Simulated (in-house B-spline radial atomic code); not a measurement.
Spin-orbit splittings of orbital energies (j = l + 1/2 less j = l - 1/2) and ratios of mean radii (lower j over upper j) along the 41-electron series, configuration [Kr] 4d5. Computed with an all-electron radial atomic-structure program (B-spline basis): Dirac-Hartree-Fock, average of the configuration, finite nuclei.

| ion | Z | splitting of 4d (eV) | radius ratio of 4d | splitting of 3p (eV) | radius ratio of 3p | splitting of 3d (eV) | radius ratio of 3d |
| --- | --- | --- | --- | --- | --- | --- | --- |
| Mo+ | 42 | 0.2071 | 0.98864 | 18.32 | 0.97684 | 3.4286 | 0.99182 |
| Tc2+ | 43 | 0.29703 | 0.9904 | 20.618 | 0.97587 | 3.9117 | 0.99151 |
| Ru3+ | 44 | ? | ? | ? | ? | ? | ? |
| Rh4+ | 45 | 0.52466 | 0.99159 | 25.885 | 0.97386 | 5.0313 | 0.99086 |
| Pd5+ | 46 | 0.66331 | 0.99179 | 28.886 | 0.97281 | 5.675 | 0.99051 |
| Ag6+ | 47 | 0.82012 | 0.99188 | 32.152 | 0.97174 | 6.3794 | 0.99015 |
| Cd7+ | 48 | 0.99646 | 0.99188 | 35.701 | 0.97064 | 7.1484 | 0.98978 |
| In8+ | 49 | 1.1938 | 0.99184 | 39.55 | 0.96951 | 7.9858 | 0.9894 |
| Sn9+ | 50 | 1.4136 | 0.99175 | 43.717 | 0.96836 | 8.8956 | 0.989 |
| Sb10+ | 51 | 1.6574 | 0.99163 | 48.222 | 0.96718 | 9.8819 | 0.9886 |
| Te11+ | 52 | 1.9268 | 0.99148 | 53.083 | 0.96597 | 10.949 | 0.98818 |
| I12+ | 53 | 2.2234 | 0.99131 | 58.323 | 0.96473 | 12.102 | 0.98776 |
| Xe13+ | 54 | 2.5491 | 0.99112 | 63.962 | 0.96347 | 13.344 | 0.98732 |
| Cs14+ | 55 | 2.9054 | 0.99091 | 70.022 | 0.96217 | 14.68 | 0.98687 |
| Ba15+ | 56 | 3.2943 | 0.99069 | 76.526 | 0.96084 | 16.116 | 0.98641 |
| La16+ | 57 | ? | ? | ? | ? | ? | ? |
| Ce17+ | 58 | 4.1771 | 0.99022 | 90.967 | 0.9581 | 19.304 | 0.98546 |
| Pr18+ | 59 | 4.6749 | 0.98996 | 98.954 | 0.95669 | 21.066 | 0.98497 |
| Nd19+ | 60 | 5.2129 | 0.98969 | 107.49 | 0.95524 | 22.948 | 0.98447 |
| Pm20+ | 61 | 5.7934 | 0.98942 | 116.6 | 0.95375 | 24.955 | 0.98396 |
| Sm21+ | 62 | 6.4183 | 0.98913 | 126.32 | 0.95224 | 27.092 | 0.98344 |
| Eu22+ | 63 | ? | ? | ? | ? | ? | ? |
| Gd23+ | 64 | 7.8104 | 0.98853 | 147.69 | 0.94911 | 31.779 | 0.98236 |
| Tb24+ | 65 | 8.5821 | 0.98822 | 159.41 | 0.94749 | 34.342 | 0.98181 |
| Dy25+ | 66 | 9.4075 | 0.98789 | 171.87 | 0.94584 | 37.058 | 0.98125 |

Question: Fill in the row of Ru3+.

Answer: splitting of 4d (eV): 0.40289; radius ratio of 4d: 0.99119; splitting of 3p (eV): 23.135; radius ratio of 3p: 0.97488; splitting of 3d (eV): 4.4448; radius ratio of 3d: 0.99119.

Question: Fill in the row of La16+.

Answer: splitting of 4d (eV): 3.7176; radius ratio of 4d: 0.99046; splitting of 3p (eV): 83.5; radius ratio of 3p: 0.95949; splitting of 3d (eV): 17.655; radius ratio of 3d: 0.98594.

Question: Fill in the row of Eu22+.

Answer: splitting of 4d (eV): 7.0898; radius ratio of 4d: 0.98883; splitting of 3p (eV): 136.67; radius ratio of 3p: 0.95069; splitting of 3d (eV): 29.365; radius ratio of 3d: 0.9829.

Question: With what power of Z does the column «splitting of 4d (eV)» change over this range?

Answer: A fit of the logarithm of its size against log Z from Z = 42 to 66 has slope 7.97. An unscreened hydrogenic electron would give 4 at low Z; screening makes the apparent power larger near the neutral end, and relativity raises it again at high Z.
